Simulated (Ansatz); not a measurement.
Total energies of `[CH3][In]([Br])[Br]`.

```xyz
7

C     0.172    1.111   -0.254
In   -0.140   -0.941    0.224
Br    0.751   -2.808   -1.116
Br   -1.441   -1.716    2.169
H     0.020    1.716    0.637
H     1.183    1.238   -0.637
H    -0.545    1.399   -1.023
```

The species carries charge 0 and has multiplicity 1. Correlated methods include outer-core shells of Br, In, which these sets cover unevenly. Scalar relativity is left out up to krypton. In: def2 effective core potential. Geometry: relaxed with PBE0-D4/def2-TZVP. Basis def2-TZVPP, Ansatz.

RPA on PBE orbitals: Hartree–Fock energy of these orbitals -5373.74099 Eh, correlation -1.49672 Eh (frozen core).

| functional | energy without D4 (Eh) | D4 term (kJ/mol) |
| --- | --- | --- |
| LDA (SPW92) | -5370.67393 | – |
| PBE | -5377.66108 | -16.5 |
| r2SCAN | -5378.51100 | -3.9 |
| B97M-V | -5377.57008 | – |
| B3LYP | -5378.61868 | -27.0 |
| r2SCAN0 | -5378.47288 | -4.9 |
| BHLYP | -5378.37269 | -27.2 |
| CAM-B3LYP | -5378.69679 | -15.4 |
| ωB97X-V | -5377.98968 | – |
| PBE-QIDH | -5377.02351 | – |

Task: Give the same for revPBE, BLYP, PBE0, r2SCANh, HSE06 (plane-wave form), LC-ωPBE, ωB97M-V, B2PLYP. (Estimate.)

Result: Computed: 
| functional | energy without D4 (Eh) | D4 term (kJ/mol) |
| --- | --- | --- |
| revPBE | -5378.08559 | -36.0 |
| BLYP | -5378.47149 | -33.6 |
| PBE0 | -5377.84883 | -14.5 |
| r2SCANh | -5378.49510 | -4.4 |
| HSE06 (plane-wave form) | -5377.85407 | -13.9 |
| LC-ωPBE | -5377.78629 | – |
| ωB97M-V | -5378.12915 | – |
| B2PLYP | -5377.47467 | – |

B3LYP takes the VWN-RPA correlation (the form of Gaussian; ORCA's B3LYP/G). HSE06 is the plane-wave form, built on full-range PBE exchange. The double hybrids freeze the cores in their second-order part.

LC-ωPBE has ω = 0.4 bohr⁻¹.
